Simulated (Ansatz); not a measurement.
One change: `CBCCF` becomes `FC[CH2][GeH2][F]`.

Ansatz, PBE0-D4/def2-TZVP geometries, multiplicity 1. Each molecule was computed in one conformer, which needn't be the lowest.

Scalar relativity is left out up to krypton.

```tsv
property	`CBCCF`
HOMO–LUMO gap (ωB97M-V/def2-TZVPP) / eV	12.08
HOMO–LUMO gap (B3LYP/def2-TZVPP) / eV	7.38
HOMO–LUMO gap (PBE0/def2-TZVPP) / eV	7.81
LUMO energy (ωB97M-V/def2-TZVPP) / eV	1.02
HOMO energy (PBE0/def2-TZVPP) / eV	-8.73
HOMO energy (ωB97M-V/def2-TZVPP) / eV	-11.06
```

(1) What does the change do to each property? (An estimate is asked.)

Results:

(1) The calculation gave: 
| property | `FC[CH2][GeH2][F]` | shift |
| --- | --- | --- |
| HOMO–LUMO gap (ωB97M-V/def2-TZVPP) / eV | 13.24 | 1.16 |
| HOMO–LUMO gap (B3LYP/def2-TZVPP) / eV | 8.68 | 1.30 |
| HOMO–LUMO gap (PBE0/def2-TZVPP) / eV | 9.18 | 1.37 |
| LUMO energy (ωB97M-V/def2-TZVPP) / eV | 1.87 | 0.85 |
| HOMO energy (PBE0/def2-TZVPP) / eV | -9.14 | -0.41 |
| HOMO energy (ωB97M-V/def2-TZVPP) / eV | -11.38 | -0.32 |

With PBE0 the HOMO falls by 0.41 eV and the LUMO rises by 0.96 eV, so the gap widens by about 1.37 eV. PBE moves the HOMO by -0.44 eV and ωB97M-V by -0.32 eV.

B3LYP here is the variant with VWN-RPA as its local correlation; programs differ in this.
